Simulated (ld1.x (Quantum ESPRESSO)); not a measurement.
## thulium: what ld1.x (Quantum ESPRESSO) 7.5 does with a changed input

Command:

```bash
ld1.x < Tm.in > Tm.out
```

Input:

```
&input
   title='Tm', zed=69., rel=1, dft='PBE', iswitch=3,
   config='[Xe] 4f13 5d0 6s2 6p0',
   nld=4, rlderiv=3.00, eminld=-6.0, emaxld=5.0, deld=0.02
 /
 &inputp
   pseudotype=3, lpaw=.true., tm=.true., lloc=-1, rcloc=0.90,
   nlcc=.true., new_core_ps=.true., rcore=0.45,
   which_augfun='PSQ', rmatch_augfun_nc=.true.,
   file_pseudopw='Tm.UPF', file_wfcaegen='ae.wfc', file_wfcncgen='nc.wfc', file_beta='beta', file_chi='chi', file_wfcusgen='us.wfc'
 /
8
5S  1  0   2.00   0.00  1.75  2.30  0.0
6S  2  0   2.00   0.00  1.75  2.30  0.0
5P  2  1   6.00   0.00  2.05  2.75  0.0
6P  3  1   0.00   0.00  2.05  2.75  0.0
7D  3  2   0.00   0.00  1.95  2.70  0.0
5D  3  2   0.00   4.55  1.95  2.70  0.0
4F  4  3  13.00   0.00  0.65  0.75  0.0
4F  4  3   0.00   1.15  0.65  0.75  0.0
 &test
   configts(1)='4f13 5s2 5p6 5d0 6s2 6p0'
 /
```

Output:

```
Program LD1 v.7.5

 %%%%%%%%%%%%%%%%%%%%%%%%%%%%%%%%%%%%%%%%%%%%%%%%%%%%%%%%%%%%%%%%%%%%%%%%%%%%%%
     Error in routine ld1_setup (5):
     no all electron for this ps
 %%%%%%%%%%%%%%%%%%%%%%%%%%%%%%%%%%%%%%%%%%%%%%%%%%%%%%%%%%%%%%%%%%%%%%%%%%%%%%

     stopping ...
```

Question: This input was made by a single change from one that runs to its end. What was changed?

Answer: The change: label 5D replaced by a shell that config does not hold. The program refuses the input: "ld1_setup: no all electron for this ps".
